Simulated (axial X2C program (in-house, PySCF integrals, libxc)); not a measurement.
**Ionising TiB**

All values come from calculations with an axial X2C code built on PySCF integrals, spin-free (one-electron X2C) or two-component (2c: spin–orbit coupling with atomic mean-field Coulomb and Gaunt terms, which also bring small scalar terms), in Dyall basis sets with cores contracted in-house; open shells are unrestricted.

Basis sets: B dyall-v3z, Ti dyall-cv3z.

| Hamiltonian | level | TiB state | Re (Å) | ωe (cm⁻¹) | De (eV) |
| --- | --- | --- | --- | --- | --- |
| spin-free | PBE0 | M_S = 5/2, Λ = 2 | 2.023 | 647.8 | n/a |
| 2c | PBE0 | Ω = 1/2 | 2.023 | 647.4 | n/a |

Adiabatic ionisation energy (minimum to minimum, no zero-point term) and constants of TiB⁺:

```json
{"Hamiltonian": "spin-free", "level": "PBE0", "TiB⁺ state": "M_S = 2, Λ = 2", "IE (eV)": "6.60", "Re (Å)": "2.075", "ωe (cm⁻¹)": "495.5", "De (eV)": "2.50", "fragments": "Ti+ + B"}
{"Hamiltonian": "2c", "level": "PBE0", "TiB⁺ state": "Ω = 4", "IE (eV)": "6.63", "Re (Å)": "2.075", "ωe (cm⁻¹)": "494.9", "De (eV)": "n/a", "fragments": "Ti+ + B"}
```

**Question.** Add the zero-point terms to the ionisation energy at PBE0, 2c, and say whether the electron removed was bonding.

**Answer.** IE0 = IE + (ωe⁺ − ωe)/2 = 6.63 + (-0.009) = 6.62 eV. Re changes by 0.052 Å, but the two determinants differ by more than one electron in one block, so no single orbital tells the change.

Each entry is the lowest single determinant of a limited PBE0 search at one distance. De goes to single-determinant-based atoms at the same level (for ions the charge split of lowest energy) and is withheld (n/a) where an atom does not fit its ground term or J level. Main or longest-lived isotopes. One determinant is a doubtful description, or other states lie close, for TiB, TiB⁺; these need not be ground states, and all values refer to the states named. Some open-shell Ω = 0 determinants are out of reach, so the Ω given for TiB⁺ need not be the lowest component. With several unpaired electrons the Ω given is that of one determinant, not necessarily of the lowest component. The functionals have no current term, which raises determinants with orbital currents.
